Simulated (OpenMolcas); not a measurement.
## Au3+: moving or changing the point charges

Au3+ among 6 point charges of -1.7 e arranged as an octahedron (Oh), 1.8 Å from the ion.
```
   1.8000    0.0000    0.0000  -1.70
   0.0000    1.8000    0.0000  -1.70
  -1.8000    0.0000    0.0000  -1.70
   0.0000   -1.8000    0.0000  -1.70
   0.0000    0.0000    1.8000  -1.70
   0.0000    0.0000   -1.8000  -1.70
```

```yaml
Program: OpenMolcas
Method: CASSCF
Basis: ANO-RCC-VTZP [8s7p5d3f1g]
Scalar_Hamiltonian: DKH2, point nucleus
Active_space: 8 electrons in 5 orbitals (5d)
State_averaging: 2S+1 = 3 even, 10 roots; 2S+1 = 1 even, 15 roots
Spin-orbit_coupling: state interaction with AMFI integrals over the reference wave functions
```

Runs around this geometry, states (labels of O, the rotations of Oh). Energies in cm-1 above the lowest state or level, χT in cm3 K/mol; 10Dq and B are least-squares fits to the states below 45000 cm-1, weighted by degeneracy, with a free offset, and given where the rms deviation is under 5 % of |10Dq| (or 100 cm-1) and under 700 cm-1.

```json
{"R (Å)": "1.8", "q (e)": "-1.1", "Ground state": "3A2", "First state of that spin": "3T2 7990", "10Dq": "7978", "B (rms of fit)": "930 (105)", "First gap with spin-orbit (degeneracies)": "5616 (3, 2)", "χT at 300 K": "2.481", "First state of another spin": "1E 14577"}
{"R (Å)": "1.8", "q (e)": "-1.7", "Ground state": "3A2", "First state of that spin": "3T2 12410", "10Dq": "12286", "B (rms of fit)": "933 (178)", "First gap with spin-orbit (degeneracies)": "8677 (3, 2)", "χT at 300 K": "2.254", "First state of another spin": "1E 14836"}
{"R (Å)": "1.98", "q (e)": "-1.7", "Ground state": "3A2", "First state of that spin": "3T2 7858", "10Dq": "7811", "B (rms of fit)": "931 (105)", "First gap with spin-orbit (degeneracies)": "5522 (3, 2)", "χT at 300 K": "2.487", "First state of another spin": "1E 14623"}
```

Taking |10Dq| as R^-n, n = -ln(7811 / 12286) / ln(1.98 / 1.8) = 4.8 between the shortest and longest distance. The point-charge formula for a cubic d site gives n = 5.

Scaling the charges by -1.1 / -1.7 = 0.65 scales |10Dq| by 7978 / 12286 = 0.65; with fixed orbitals a first-order splitting would follow the charge.

Without dynamic correlation the repulsion within the d shell is too large (B by tens of per cent), so at a given field states of lower spin stand too high. Real 4d8 and 5d8 ions are as a rule square planar and diamagnetic. This field is weak: 10Dq is about 7978 cm-1, while octahedral complexes of 5d ions of charge 3 and more, computed by the same method with explicit ligands, had a median near 35000 cm-1. Ground spin and moment need not be those of a real site (figures for R = 1.8, q = -1.1; the like holds for R = 1.8, q = -1.7, R = 1.98, q = -1.7). Spin-orbit coupling mixes the spin-free states strongly: the lowest level takes only 70 % from its leading state, 3A2 (holds for R = 1.98, q = -1.7). This is an electrostatic model: the charges have no orbitals. No measured value stands beside these numbers.
